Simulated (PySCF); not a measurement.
This PySCF input asks for the NMR shieldings of `[CH3][GeH2][NH][SiH3]`, CH9GeNSi; the geometry comes from GFN2-xTB.

```python
import basis_set_exchange as bse
import numpy as np
from pyscf import gto, dft
from pyscf.prop import nmr

atoms = """
C    -1.823649    0.577850   -0.626316
Ge   -0.788224   -1.033808   -0.173683
N     1.003340   -0.757381   -0.373552
Si    1.905657    0.593197    0.214370
H    -1.507692    1.409280   -0.000429
H    -2.887136    0.418954   -0.471086
H    -1.667910    0.857180   -1.665660
H    -1.012748   -1.427663    1.263813
H    -1.109560   -2.217634   -1.050681
H     1.433684   -1.259580   -1.132494
H     1.408823    0.869504    1.562128
H     3.308336    0.175051    0.193842
H     1.732691    1.795536   -0.619229
"""
names = dict.fromkeys(["C", "Ge", "N", "Si", "H"], "pcSseg-1")
basis = {el: gto.basis.parse(bse.get_basis(n, elements=[el], fmt="nwchem")) for el, n in names.items()}
mol = gto.M(atom=atoms, basis=basis, charge=0, verbose=0)
mf = dft.RKS(mol, xc="PBE0")
mf.grids.level = 2
mf.grids.alignment = dft.numint.BLKSIZE   # the property module wants whole blocks of grid points
mf.conv_tol = 1e-9
mf.kernel()

calc = nmr.RKS(mf)   # GIAO
C = mf.mo_coeff
Co = C[:, mf.mo_occ > 0]
resp = mf.gen_response(singlet=True, hermi=2)
def vind(x):   # induced exchange potential for any number of trial vectors
    d = np.einsum("pi,xij,qj->xpq", C, 2 * x.reshape(-1, C.shape[1], Co.shape[1]), Co, optimize=True)
    return np.einsum("xpq,pi,qj->xij", resp(d - d.transpose(0, 2, 1)), C, Co, optimize=True).ravel()
mo1, _ = nmr.rhf.solve_mo1(calc, with_cphf=vind)
sigma = calc.kernel(mo1)
for i, s in enumerate(sigma):   # ppm
    w = np.linalg.eigvalsh((s + s.T) / 2)
    print("%2d %-2s iso %8.1f  s11 %8.1f  s22 %8.1f  s33 %8.1f" % (i, mol.atom_pure_symbol(i), w.mean(), *w))
```

Problem. What does it print?

Solution. 
```
 0 C  iso    188.3  s11    178.6  s22    190.1  s33    196.1
 1 Ge iso   1396.3  s11   1246.0  s22   1408.2  s33   1534.5
 2 N  iso    276.6  s11    249.9  s22    270.7  s33    309.4
 3 Si iso    404.4  s11    360.5  s22    380.7  s33    471.9
 4 H  iso     31.0  s11     26.0  s22     29.3  s33     37.7
 5 H  iso     31.5  s11     26.5  s22     27.8  s33     40.3
 6 H  iso     31.2  s11     26.7  s22     28.3  s33     38.7
 7 H  iso     27.0  s11     19.9  s22     22.5  s33     38.5
 8 H  iso     27.1  s11     20.3  s22     22.4  s33     38.5
 9 H  iso     32.5  s11     22.0  s22     29.4  s33     46.0
10 H  iso     27.1  s11     23.8  s22     25.5  s33     31.9
11 H  iso     26.9  s11     23.0  s22     24.8  s33     32.8
12 H  iso     26.8  s11     22.8  s22     25.2  s33     32.5
```

These numbers come from an equivalent density-fitted implementation of the same equations, which agrees with the script to about 0.01 ppm for H and up to a few tenths of a ppm for heavy atoms, so last digits may differ.

Relativistic effects, spin–orbit coupling among them, are left out; they matter for Ge and for the light atoms bonded to it.

Size and cost of the density-fitted run: 144 basis functions, 17 s wall time on 1 thread of an Arm Neoverse V2, shared host.
